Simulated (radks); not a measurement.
The numbers below are computed, except where a source is named.
Initial-state core-level shifts of neutral mercury when its valence configuration changes from [Hg]. Level of theory: non-relativistic Kohn-Sham, PBE, spin-polarised, spherical densities, point nucleus; open shells are filled with parallel spins first (spin-orbit coupling, left out, can overturn this in heavy ions); relativity is left out, which matters for an element this heavy (a radial shooting solver on a logarithmic mesh with Libxc functionals). Shifts are changes of the shell-averaged eigenvalues in eV (positive: less bound); the change of the density at the nucleus, which sets a Mossbauer isomer shift, is in e/bohr^3, on a base of 3.676e+05.

valence,3s,3d,4d,5s,density at nucleus
[Xe] 4f13 5d10 6s2 6p1,-23.313,-23.113,-18.990,-9.002,+35.67
[Xe] 4f13 5d10 6s1 6p2,-24.400,-24.197,-20.081,-10.102,+16.78
[Xe] 4f12 5d10 6s2 6p2,-47.406,-47.027,-38.342,-17.935,+73.03
[Xe] 4f14 5d9 6s2 6p1,-6.033,-6.050,-5.994,-5.626,+9.91
[Xe] 4f14 5d10 6s1 6p1,-1.467,-1.464,-1.472,-1.493,-14.66
[Xe] 4f14 5d10 6p2,-2.892,-2.887,-2.901,-2.938,-31.22
[Xe] 4f13 5d9 6s2 6p2,-29.379,-29.205,-24.982,-14.467,+46.08
[Xe] 4f14 5d8 6s2 6p2,-11.889,-11.931,-11.790,-10.913,+19.95
[Xe] 4f12 5d10 6s1 6p3,-48.300,-47.919,-39.240,-18.833,+50.13
